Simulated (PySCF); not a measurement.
Values are calculated unless marked as measured or tabulated.
**Al3H6N4**

The system: Al3H6N4, a small molecule (built as: end group NH); neutral, doublet. The structure, one conformer, was relaxed in the gas phase by PBE0-D3(BJ)/def2-SVP. No frequency run checks that it is a minimum.

SMILES: [NH][Al]1[NH][AlH][NH][AlH][NH]1

```tsv
atom	x (Å)	y (Å)	z (Å)
N1	-0.692	0.823	-1.190
Al2	-0.398	1.988	0.139
N3	0.403	1.298	1.588
Al4	0.934	-0.407	1.761
N5	0.578	-1.459	0.354
Al6	-0.246	-0.911	-1.139
N7	-0.468	-1.997	-2.574
H8	-1.130	1.178	-2.037
H9	-0.817	3.515	0.040
H10	0.583	1.926	2.367
H11	1.663	-0.945	3.063
H12	0.874	-2.431	0.410
H13	-1.273	-2.597	-2.774
```

EPR values by unrestricted B3LYP, IGLO-III on Al N, pcH-1 on H.

(1) Predict g and the largest hyperfine couplings. Where does the spin sit?

(2) How do the isotropic couplings move with BHandHLYP?

Results:

(1) g = 2.0022, 2.0039, 2.0134. The spin sits on N7 (103 %, bonded to 1 Al + 1 H) by Mulliken populations.
```json
{"atom": "H13", "isotope": "1H", "isotropic (MHz)": "-57.2", "dipolar, principal values (MHz)": "-51.8, -8.1, 59.9"}
{"atom": "N7", "isotope": "14N", "isotropic (MHz)": "27.0", "dipolar, principal values (MHz)": "-41.6, -39.7, 81.4"}
{"atom": "Al6", "isotope": "27Al", "isotropic (MHz)": "-50.4", "dipolar, principal values (MHz)": "-2.9, 1.3, 1.6"}
{"atom": "H8", "isotope": "1H", "isotropic (MHz)": "0.2", "dipolar, principal values (MHz)": "-3.1, -1.6, 4.7"}
{"atom": "H12", "isotope": "1H", "isotropic (MHz)": "0.1", "dipolar, principal values (MHz)": "-3.0, -1.6, 4.6"}
{"atom": "Al2", "isotope": "27Al", "isotropic (MHz)": "3.0", "dipolar, principal values (MHz)": "-0.7, -0.6, 1.3"}
```

(2) H13 -57.2 to -65.4 MHz, N7 27.0 to 35.8 MHz, Al6 -50.4 to -56.2 MHz, H8 0.2 to 0.3 MHz.

The 2 runs behind this took 2.4 min in all, one thread each of Intel Xeon 6975P-C on a shared host, launched as `OMP_NUM_THREADS=1 python cluster_run.py task.json out`.
